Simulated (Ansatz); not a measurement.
C3H8Si, SMILES `C=C(C)[SiH3]` (charge 0, multiplicity 1).

Cartesian coordinates (Å):
SMILES: C(=C)(C)[SiH3]
```xyz
12

C     -0.8679     0.8100    -1.0758
C     -0.2403     0.0615    -0.1702
C     -0.8846    -1.1425     0.4484
Si     1.4952     0.5123     0.3549
H     -0.4045     1.6828    -1.5238
H     -1.8795     0.5767    -1.4030
H     -1.8942    -1.3011     0.0613
H     -0.9473    -1.0401     1.5364
H     -0.2979    -2.0461     0.2548
H      1.9434     1.7282    -0.3721
H      1.5447     0.7672     1.8215
H      2.4328    -0.6088     0.0676
```
Charge 0, spin multiplicity 1.

Frozen-core energies in 6-31g from Ansatz (a first-principles code) at a geometry from PBE0-D3(BJ)/def2-TZVP; the HF reference has <S^2> = 0.00 (restricted, and unstable towards unrestricted orbitals) and the T1 diagnostic is 0.009.

```tsv
level	energy (Ha)
HF	-407.05532
MP2	-407.38172
CCSD	-407.43336
```

Problem. Estimate the energies of CCSD(T), CCSDT and CCSDT(Q), and give each level's difference from CCSDT(Q).

Solution. 
```json
[
 {"level": "MP2", "energy (Ha)": "-407.38172", "difference from CCSDT(Q) (mHa)": "62.99"},
 {"level": "CCSD", "energy (Ha)": "-407.43336", "difference from CCSDT(Q) (mHa)": "11.34"},
 {"level": "CCSD(T)", "energy (Ha)": "-407.44327", "difference from CCSDT(Q) (mHa)": "1.44"},
 {"level": "CCSDT", "energy (Ha)": "-407.44403", "difference from CCSDT(Q) (mHa)": "0.68"},
 {"level": "CCSDT(Q)", "energy (Ha)": "-407.44471", "difference from CCSDT(Q) (mHa)": "0.00"}
]
```
